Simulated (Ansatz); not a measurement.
Cartesian coordinates in Å:
```
S 0.4987 0.7102 -1.3378
Si -0.8485 0.0754 0.1975
Zn 2.6551 -2.0510 0.0952
H 1.2004 1.5305 -0.5372
H -1.6369 1.2148 0.7302
H -1.7452 -0.9013 -0.4648
H -0.1235 -0.5787 1.3168
```

Total charge 0; spin multiplicity 1. The bonds changed during the relaxation, so this is another structure than the one it started from.

Problem. List the r2SCAN/def2-TZVPP orbital energies in eV (Ansatz 0.2.0). (Estimate.)

Solution. The calculation gave: Occupied: -9433.98, -2409.31, -1791.68, -1143.27, -1005.86, -1005.86, -1005.86, -213.76, -157.84, -157.75, -157.63, -142.10, -129.15, -96.99, -96.93, -96.93, -84.90, -84.90, -84.90, -19.24, -13.85, -10.88, -10.74, -10.74, -10.74, -10.74, -10.73, -9.35, -9.08, -8.54, -6.80, -5.77. Lowest empty: -0.86, -0.81, -0.66, -0.28, -0.08, 0.64, 0.84, 1.64.
